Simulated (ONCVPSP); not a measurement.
## An all-electron radial function and its pseudo partner (Zr)

Columns: radius, all-electron u(r) and pseudo u(r) of the 4d shell (level -3.73 eV) of zirconium in the configuration [Ar] 3d10 4s2 4p6 4d2 5s2; LDA (Perdew-Wang 92), scalar-relativistic, ONCV scheme, ONCVPSP 4.0.1.

```
r (bohr)  all-electron  pseudo
   0.128       -0.1471  0.0022
   0.255       -0.2968  0.0164
   0.382       -0.2547  0.0518
   0.510       -0.1011  0.1127
   0.638        0.0823  0.1968
   0.765        0.2524  0.2959
   0.893        0.3950  0.4007
   1.020        0.5039  0.4985
   1.148        0.5826  0.5815
   1.275        0.6345  0.6426
   1.402        0.6651  0.6807
   1.530        0.6793  0.6979
   1.658        0.6807  0.6977
   1.785        0.6729  0.6856
   1.912        0.6583  0.6662
   2.040        0.6390  0.6428
   2.168        0.6164  0.6178
   2.295        0.5921  0.5924
   2.422        0.5667  0.5667
   2.550        0.5406  0.5406
   2.678        0.5145  0.5145
   2.805        0.4890  0.4890
   2.932        0.4639  0.4639
   3.060        0.4394  0.4394
   3.188        0.4157  0.4157
   3.315        0.3930  0.3930
```

Q: How many radial nodes do the two functions have?

A: The all-electron 4d function has n − l − 1 = 1; the pseudo-wave has 0, since the states of the same l below it are removed with the core.

Q: At about which radius was the pseudo-wave matched?

A: 2.55 bohr. The columns agree to 0.0005 from 2.29 bohr on; several derivatives are matched, so the curves merge somewhat inside the radius.

Q: Is the pseudo-wave norm-conserving?

A: Yes: the ONCV scheme keeps the norm inside the radius equal to the all-electron one, which fixes the energy derivative of the logarithmic derivative at the level.
